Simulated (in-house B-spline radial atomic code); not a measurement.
## Ionising Ce⁶⁺ with different functionals

Computed with a B-spline radial code for spherical atoms: scalar-relativistic (spin-free X2C) Hamiltonian, Fermi nucleus of rms radius 4.8771 fm, spin-polarised at highest spin, spherical fractional occupations for the functionals, the average over the highest-spin determinants for Hartree-Fock. The ionisation energy is the difference of two self-consistent energies, [Kr] 4d10 5s2 5p4 → [Kr] 4d10 5s2 5p3, without Breit or QED terms; ε is the level of the shell that loses the electron (its least bound occupied spin orbital). There is no spin-orbit coupling in this Hamiltonian.

Hybrids are left out here: with spherical fractional occupations of an open shell their exact exchange keeps a self-interaction that integer-occupation calculations don't have.

```csv
method,rung,ΔSCF (eV),-ε(5p) (eV)
Hartree-Fock,Hartree-Fock,90.77,91.19
LDA VWN5,LDA,?,?
LDA PW92,LDA,92.95,86.28
LDA exchange-only,LDA,90.84,84.32
PBE,GGA,92.33,85.76
PBEsol,GGA,92.37,85.84
BLYP,GGA,92.39,85.70
RPBE,GGA,92.10,85.61
PW91,GGA,92.47,85.90
BP86,GGA,?,?
AM05,GGA,92.37,85.85
OLYP,GGA,91.94,85.58
TPSS,meta-GGA,92.16,85.74
SCAN,meta-GGA,92.03,85.73
r2SCAN,meta-GGA,91.86,85.66
revTPSS,meta-GGA,92.07,85.69
```

(1) What does BP86 give?

(2) What does LDA VWN5 give?

(3) How do they compare with the NIST value?

Answers

(1) ΔSCF 92.58 eV, and -ε(5p) = 85.98 eV.

(2) ΔSCF 92.95 eV, and -ε(5p) = 86.28 eV.

(3) NIST lists 91 eV ± 2 (tabulated theory, ground level to ground level). Errors run from -0.23 to +1.95 eV; all lie within about twice that uncertainty, so the table can't rank the methods. Hartree-Fock also lacks correlation.
